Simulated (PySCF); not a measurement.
**Computed properties of C2H9BN2, SMILES CN(C)BN**

B(H)(NH2)(NMe2) (C₂H₉BN₂), SMILES CN(C)BN. Coordinates come from a r2SCAN-D4/def2-SVP optimisation. The structure was generated by enumeration, and PubChem lists no compound with its InChIKey, so it may never have been made. One conformer was computed; it need not be the lowest. All values are computed for the isolated molecule unless a solvent is named; none is compared with measurement here.

**Structure.** All 36 harmonic modes at r2SCAN-D4/def2-SVP (PySCF) are real, so it is a minimum. With heavy atoms numbered as in [BH:1]([NH2:3])[N:6]([CH3:7])[CH3:8], the shortest bond between them is B1–N3 at 1.415 Å and the longest N6–C7 at 1.444 Å.

**Vibrations.** The strongest infrared lines (harmonic, unscaled, degenerate partners summed) lie at 1607 cm⁻¹ (316 km/mol, H 60 %, N 24 %, B 16 %), 338 cm⁻¹ (179 km/mol, H 78 %, N 21 %), 2568 cm⁻¹ (159 km/mol, H 91 %, B 9 %). The softest mode is at 36 cm⁻¹ and the zero-point energy is 76.5 kcal/mol.

**Electronic structure.** CAM-B3LYP/def2-TZVP (PySCF) places the frontier levels at -7.59 and 1.76 eV, a gap of 9.35 eV, and gives a dipole moment of 1.20 D and a mean polarisability of 56.8 bohr³. PBE/def2-TZVP (PySCF) at the same geometry gives -4.95 and 0.22 eV, so its gap is 4.18 eV narrower. An orbital gap is neither the optical nor the fundamental gap.

**Excitations.** TDA-M06-2X/def2-SVPD (PySCF) has S1 at 5.88 eV (211 nm, f = 0.021, weak); the most intense of the 10 singlets computed lies at 7.21 eV (f = 0.32). T1 (TDA) is at 5.84 eV, 0.04 eV under S1. TDA-PBE/def2-SVPD (PySCF) puts S1 at 4.88 eV. No vertical singlet excitation falls in the visible range (under 3.1 eV).

**NMR.** GIAO shifts at PBE0/pcSseg-1 (PySCF) (non-relativistic, atoms alike by connectivity averaged): ¹³C at 42.1 ppm against TMS; ¹H from 2.5 to 4.3 ppm against TMS; ¹¹B at 12.4 ppm against BF3.
